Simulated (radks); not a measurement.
Q: Coherent X-ray form factor from a spherical all-electron density. Calculated with a radial shooting solver on a logarithmic mesh with Libxc functionals: scalar-relativistic Kohn-Sham, BLYP, spin-polarised, spherical densities, finite nucleus; Fermi nuclear charge, rms radius of each element as measured or else 0.836 A^(1/3) + 0.57 fm.

sin(theta)/lambda (1/angstrom),f0 (electrons)
0.05,8.957
0.1,8.830
0.15,8.624
0.2,8.347
0.25,8.011
0.3,7.628
0.4,6.772
0.5,5.879
0.6,5.025
0.8,3.611
1,2.654
1.25,1.964
1.5,1.606
2,1.270

The species is in the configuration that NIST lists as its ground one. Which atom or ion scatters so?

A: The silicon ion Si5+, [He] 2s2 2p5. Extrapolating in s^2 from the first two rows gives f0(0) = 9.0, near the electron count 9; among species with that count, the fall with angle is slower the higher Z, and the table is that of Z = 14; from so few rows the species is fixed only to a neighbour or two.
